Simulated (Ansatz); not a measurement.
## Reading a saddle point

A first-order saddle point of SiH6Cl2O2, singlet, PBE0-D4/def2-TZVP, with one imaginary mode of 203i cm⁻¹:

Si1  (-0.260, 1.324, -0.417)
Cl2  (-0.756, -0.686, -1.773)
H3  (0.643, 1.658, -1.522)
H4  (-1.713, 1.515, -0.443)
Cl5  (0.229, 2.994, 0.860)
H6  (0.462, -1.054, 0.643)
O7  (0.339, 0.209, 0.760)
H8  (0.021, -1.864, -0.641)
O9  (0.469, -2.122, 0.269)
H10  (0.724, 0.690, 1.504)
H11  (-0.159, -2.664, 0.761)
(Å)

Program: Ansatz 0.2.0. Basis: def2-TZVPP and def2-QZVPP. Cores are frozen in the correlated methods. Extrapolation: Hartree–Fock as exp(−7.88 √X), correlation as X^−2.97.

(1) Which contacts change along the imaginary mode, and what lies on either side? (Judge from chemistry; the calculation decides.)

(2) Which side is lower, and how far does the saddle lie above each? (To be estimated.)

The T1 diagnostic stays at or below 0.010.

## Answers

(1) The calculation gives: The step is SiH₂Cl₂ ([Cl][SiH2][Cl]) + H₂O + H₂O → SiH₃ClO ([OH][SiH2][Cl]) + HCl + H₂O, with the molecules in contact on both sides. Shortening one way: Cl2–H8, H6–O9; lengthening the same way: Si1–Cl2, H6–O7, H8–O9.
```
   pair  one side (Å)  saddle (Å)  other side (Å)
 Cl2–H8          2.17        1.81            1.33
  H6–O9          1.43        1.13            0.97
Si1–Cl2          2.27        2.47            3.62
  H6–O7          1.05        1.27            1.85
  H8–O9          0.98        1.05            1.68
```

(2) The calculation gives: The side with Cl2–H8, H6–O9 short is lower by 8.24 kcal/mol; the saddle lies 11.22 kcal/mol above it and 2.98 kcal/mol above the other (CCSD(T) at an estimated basis limit (MP2 extrapolated from triple and quadruple zeta, plus CCSD(T) − MP2 in triple zeta); electronic energies).

The step is the kind of ligand exchange by which a precursor binds to a hydroxyl group, or is hydrolysed, in atomic layer deposition of oxides.

Labels in which every atom is bracketed show which atoms are joined, not bond orders.

For scale, one of the runs: CCSD(T)/def2-TZVPP, 272 basis functions, launched by `ansatz run in.yaml --threads 8 --pin off --events-out ev --progress --plain --max-ram 19148MiB`. The run took 2.7 min on 8 CPU threads of an Intel Xeon (shared host), with 7 GiB of host memory at its peak.
